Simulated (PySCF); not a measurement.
C₄H₇FSi, SMILES F[C@@H]1CC=C1[SiH3].

Geometry optimised at TPSSh-D3(BJ)/def2-SVP. The structure was generated by enumeration; whether it is a known compound was not checked.

Two levels are set side by side: TDDFT-PBE/def2-SVPD (PySCF) and TDDFT-PBE0/def2-SVPD (PySCF). Vertical, same geometry. The lowest singlet is HOMO−1→LUMO 74 %, HOMO→LUMO 22 % with PBE and HOMO−1→LUMO 72 %, HOMO→LUMO 27 % with the other functional; states are paired by order. Differences are taken from unrounded values.

```json
[
 {"quantity": "lowest singlet excitation (eV)", "TDDFT-PBE": "5.63"},
 {"quantity": "lowest triplet excitation (TDA) (eV)", "TDDFT-PBE": "4.04"},
 {"quantity": "first bright state (f over 0.05) (eV)", "TDDFT-PBE": "6.26"},
 {"quantity": "its oscillator strength", "TDDFT-PBE": "0.20"}
]
```

Question: These are the TDDFT-PBE values. What does TDDFT-PBE0 give? (Estimate from the structure and the level; the computed values follow.)

Answer: 
```csv
quantity,TDDFT-PBE0,TDDFT-PBE minus TDDFT-PBE0
lowest singlet excitation (eV),6.21,-0.58
lowest triplet excitation (TDA) (eV),3.95,0.09
first bright state (f over 0.05) (eV),6.56,-0.30
its oscillator strength,0.21,0.00
```

Functionals without exact exchange tend to place singlet excitations lower, as here. Differences between two approximate levels are no errors against the true value.

Rough cost on one machine, each run with all the roots and properties that it gave: TDDFT-PBE0 against TDDFT-PBE about 4 times.
